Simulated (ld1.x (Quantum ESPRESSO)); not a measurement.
Which change was made? (S, ultrasoft)

- Element: S (Z = 16)
- Generator: ld1.x (Quantum ESPRESSO) 7.5
- Type: ultrasoft
- Functional: PBE
- Relativity: scalar-relativistic
- Frozen core: [Ne]
- Valence charge: 6
- Reference configuration: 3s2 3p4
- Partial waves: 3s (bound): rcut 1.20, rcutus 1.65 bohr; 3s channel at 1.95 Ry: rcut 1.20, rcutus 1.65 bohr; 3p (bound): rcut 0.95, rcutus 1.10 bohr; 3p channel at -0.15 Ry: rcut 0.95, rcutus 1.10 bohr; 3d channel at 0.45 Ry: rcut 1.20, rcutus 1.65 bohr
- Local potential: all-electron potential smoothed inside 1.20 bohr (lloc = -1)
- Core correction: a·sin(br)/r model core, default radius (core density twice the valence density)
- Augmentation charge: PSQ, inside the norm-conserving radii

Cutoffs, loose and tight: the cutoffs (Ry, on a coarse ladder) from which the occupation-weighted sum of valence levels, in a spherical-Bessel basis at the reference potential, stays within 10 and 1 mRy of its value at 400 Ry. They do not see the model core or the augmentation charge, which bear on the density cutoff. Test errors are all-electron minus pseudo excitation energies from the reference, over the configurations 3s2 3p3; 3s2 3p2; 3s2 3p1; 3s1 3p5; 3s2 3p3.5; 3s0 3p6; 3s2 3p4.3; variants that change the core or the reference have their own tests. The largest error is taken over the tests solved by every variant that gives reliable tests at all, those not shown here included: 3s2 3p1; 3s2 3p2; 3s2 3p3.

The base gives: outcome: generated; cutoff, loose: 45 Ry; cutoff, tight: 50 Ry; bound ghosts: p; largest test error (meV): +3.5.

Question: After one change the result is: outcome: generated; cutoff, loose: 45 Ry; cutoff, tight: 50 Ry; bound ghosts: p3/2, p1/2; largest test error (meV): +6.5. Which change was it?
A. all radii but the core radius scaled by about 1.09 (s 1.80, p 1.20, d 1.80 bohr, rcut 1.32/1.04/1.32); local potential all-electron potential smoothed inside 1.32 bohr (lloc = -1)
B. local potential all-electron potential smoothed inside 1.86 bohr (lloc = -1)
C. type TM; waves now 3s (bound): rc 1.65 bohr; 3d channel at 0.45 Ry: rc 1.65 bohr; 3p (bound): rc 1.10 bohr; local potential the p channel
D. waves 3p (bound): rcut 0.95, rcutus 1.46 bohr; 3p channel at -0.15 Ry: rcut 0.95, rcutus 1.46 bohr
E. fully relativistic; added wave 3d channel at 2.7 Ry: rcut 1.20, rcutus 1.65 bohr

Answer: E. The others give: local potential all-electron potential smoothed inside 1.86 bohr (lloc = -1) → outcome: generated; cutoff, loose: 40 Ry; cutoff, tight: 50 Ry; bound ghosts: none; largest test error (meV): +3.7 | waves 3p (bound): rcut 0.95, rcutus 1.46 bohr; 3p channel at -0.15 Ry: rcut 0.95, rcutus 1.46 bohr → outcome: generated; cutoff, loose: 15 Ry; cutoff, tight: 30 Ry; bound ghosts: none; largest test error (meV): +6.4 | all radii but the core radius scaled by about 1.09 (s 1.80, p 1.20, d 1.80 bohr, rcut 1.32/1.04/1.32); local potential all-electron potential smoothed inside 1.32 bohr (lloc = -1) → outcome: generated; cutoff, loose: 25 Ry; cutoff, tight: 40 Ry; bound ghosts: none; largest test error (meV): -1.1 | type TM; waves now 3s (bound): rc 1.65 bohr; 3d channel at 0.45 Ry: rc 1.65 bohr; 3p (bound): rc 1.10 bohr; local potential the p channel → outcome: generated; cutoff, loose: 90 Ry; cutoff, tight: 160 Ry; bound ghosts: none; largest test error (meV): +93.
